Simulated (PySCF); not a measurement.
Te(SiH3)(GeH3) (GeH₆SiTe), SMILES [SiH3][Te][GeH3].

Geometry: PBE0-D3(BJ)/def2-SVP. This is a generated structure with no PubChem entry under its InChIKey; it may be hypothetical. The def2 effective core potentials stand for the cores of Te; spin–orbit coupling is left out.

Level of theory: PySCF 2.14.0 with PBE0-D3(BJ)/def2-SVP.

Frequencies are harmonic and unscaled.

```json
[
 {"mode": "1", "ν (cm⁻¹)": "52", "IR (km/mol)": "0.0", "moving atoms (share of kinetic energy)": "H 97 %"},
 {"mode": "2", "ν (cm⁻¹)": "76", "IR (km/mol)": "0.0", "moving atoms (share of kinetic energy)": "H 94 %"},
 {"mode": "3", "ν (cm⁻¹)": "77", "IR (km/mol)": "0.1", "moving atoms (share of kinetic energy)": "Si 45 %, Ge 22 %, H 18 %, Te 14 %"},
 {"mode": "4", "ν (cm⁻¹)": "238", "IR (km/mol)": "7.0", "moving atoms (share of kinetic energy)": "Ge 62 %, Te 37 %"},
 {"mode": "5", "ν (cm⁻¹)": "341", "IR (km/mol)": "10.7", "moving atoms (share of kinetic energy)": "Si 74 %, Te 19 %"},
 {"mode": "6", "ν (cm⁻¹)": "499", "IR (km/mol)": "4.9", "moving atoms (share of kinetic energy)": "H 95 %"},
 {"mode": "7", "ν (cm⁻¹)": "518", "IR (km/mol)": "4.4", "moving atoms (share of kinetic energy)": "H 96 %"},
 {"mode": "8", "ν (cm⁻¹)": "560", "IR (km/mol)": "6.0", "moving atoms (share of kinetic energy)": "H 92 %"},
 {"mode": "9", "ν (cm⁻¹)": "574", "IR (km/mol)": "1.6", "moving atoms (share of kinetic energy)": "H 89 %, Si 8 %"},
 {"mode": "10", "ν (cm⁻¹)": "800", "IR (km/mol)": "374.9", "moving atoms (share of kinetic energy)": "H 97 %"},
 {"mode": "11", "ν (cm⁻¹)": "869", "IR (km/mol)": "31.8", "moving atoms (share of kinetic energy)": "H 99 %"},
 {"mode": "12", "ν (cm⁻¹)": "880", "IR (km/mol)": "16.4", "moving atoms (share of kinetic energy)": "H 98 %"},
 {"mode": "13", "ν (cm⁻¹)": "889", "IR (km/mol)": "326.2", "moving atoms (share of kinetic energy)": "H 94 %"},
 {"mode": "14", "ν (cm⁻¹)": "921", "IR (km/mol)": "39.4", "moving atoms (share of kinetic energy)": "H 97 %"},
 {"mode": "15", "ν (cm⁻¹)": "944", "IR (km/mol)": "53.1", "moving atoms (share of kinetic energy)": "H 97 %"},
 {"mode": "16", "ν (cm⁻¹)": "2153", "IR (km/mol)": "74.8", "moving atoms (share of kinetic energy)": "H 100 %"},
 {"mode": "17", "ν (cm⁻¹)": "2159", "IR (km/mol)": "87.8", "moving atoms (share of kinetic energy)": "H 98 %"},
 {"mode": "18", "ν (cm⁻¹)": "2175", "IR (km/mol)": "85.5", "moving atoms (share of kinetic energy)": "H 98 %"},
 {"mode": "19", "ν (cm⁻¹)": "2225", "IR (km/mol)": "81.4", "moving atoms (share of kinetic energy)": "H 99 %"},
 {"mode": "20", "ν (cm⁻¹)": "2234", "IR (km/mol)": "83.2", "moving atoms (share of kinetic energy)": "H 96 %"},
 {"mode": "21", "ν (cm⁻¹)": "2249", "IR (km/mol)": "74.8", "moving atoms (share of kinetic energy)": "H 96 %"}
]
```
